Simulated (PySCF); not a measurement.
## Working out the excitation energy of F²⁺

F²⁺ [He] 2s2 2p3 (4S) → F²⁺ [He] 2s1 2p3 3s1 (6S). Calculation: PySCF 2.14, in aug-cc-pVTZ-DK (5s4p3d2f, 46 functions); scalar relativity by spin-free X2C-1e. Frozen: 1s2. Energies in hartree (1 hartree = 27.21139 eV):

```csv
part,F²⁺ (lower),F²⁺ (upper)
UHF,-97.691582,-95.983942
MP2 opposite-spin,-0.070716,0.000000
MP2 same-spin,-0.029204,-0.033854
```

Question: What does Hartree-Fock give?

Answer: (-95.983942) − (-97.691582) = 1.707640 hartree = 46.467 eV.

Question: What do MP2 and SCS-MP2 (6/5 opposite-spin, 1/3 same-spin) give?

Answer: The opposite-spin parts differ by 1.924 eV and the same-spin parts by -0.127 eV. MP2: 46.467 + (1.924) + (-0.127) = 48.264 eV. SCS-MP2: 46.467 + 1.2 × (1.924) + (-0.127)/3 = 48.733 eV.
